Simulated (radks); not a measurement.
Spherical quantum dot in the effective-mass picture: electrons in a parabolic well V = omega^2 r^2 / 2 with omega = 2.59, all in effective atomic units (hartree* = m*/eps^2 hartree, bohr* = eps/m* bohr), one dielectric constant everywhere. Method: non-relativistic Kohn-Sham, LDA (Slater exchange, Perdew-Wang correlation), spin-polarised, spherical densities; computed with a radial shooting solver with Libxc functionals. Levels are named by radial order and angular momentum (1s, 1p, 1d, 2s, ...), and open shells are averaged over m.

N = 37, configuration 1s2 1p6 1d10 2s2 1f14 2p(up 3, down 0). This is the lowest configuration that the search found. Occupied and some empty levels:

level    occupation  eigenvalue (hartree*)  <r> (bohr*)
1s up             1                 29.264        1.014
1s down           1                 29.338        1.028
1p up             3                 30.513        1.294
1p down           3                 30.557        1.301
1d up             5                 31.876        1.493
1d down           5                 31.906        1.494
2s up             1                 32.074        1.321
2s down           1                 32.143        1.312
1f up             7                 33.347        1.649
1f down           7                 33.376        1.647
2p up             3                 33.683        1.473
2p down           0                 33.756        1.474
1g up             0                 34.922        1.778
1g down           0                 34.954        1.776
2d up             0                 35.387        1.616
2d down           0                 35.444        1.621
3s up             0                 35.573        1.517
3s down           0                 35.626        1.518

Energy (hartree*): total 788.863, kinetic 105.69, external 298.74, Hartree 413.24, exchange-correlation -28.809.
